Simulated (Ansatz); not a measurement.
```xyz
2

B     0.0000    0.0000   -0.7869
B     0.0000    0.0000    0.7869
```

Basis set: 6-31G* (spherical functions). Correlated methods keep 2 orbitals frozen. Charge 0, multiplicity 3.

Computed with Ansatz (development build ahead of 0.2.0); each method stands on the lowest determinant of its kind that the runs found.

Q: Give the atomization energy at this shape (free ground-state atoms in the same class of orbitals less the molecule, no zero-point energy) of triplet B2 by UHF-MP2, UHF.

A:

```tsv
method	atomization energy
UHF-MP2	61.86 kcal/mol
UHF	57.13 kcal/mol
```

Caution: the unrestricted determinant is a mixture of spin states.
